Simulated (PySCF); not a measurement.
These are M06-2X/def2-TZVP // B3LYP-D3(BJ)/def2-TZVP in PySCF values and carry that method's errors. All species are isolated molecules in the gas phase. One relaxed conformer stands for a flexible species; it need not be the lowest. Excitations are Tamm–Dancoff values on a coarser integration grid. The basis has no diffuse functions, so Rydberg states are missing or too high.

Reference species (SMILES): `C(#N)C(C[SiH3])=C` (neutral, multiplicity 1).

```json
{
  "HOMO": "-8.99 eV",
  "S1 oscillator strength": "0.052",
  "S1–T1 gap (TDA)": "2.41 eV",
  "brightest of the four lowest singlets (TDA)": "6.52 eV"
}
```

Changed species: `C(#N)[C@@H](C=C)[SiH3]`.

Question: Predict the effect on the HOMO, S1 oscillator strength, S1–T1 gap (TDA) and brightest of the four lowest singlets (TDA).

Answer: the HOMO falls by 0.05 eV, to -9.04 eV; the S1 oscillator strength rises by 0.029, to 0.081; the S1–T1 gap (TDA) falls by 0.25 eV, to 2.16 eV; the brightest of the four lowest singlets (TDA) goes up by 0.76 eV, to 7.28 eV.
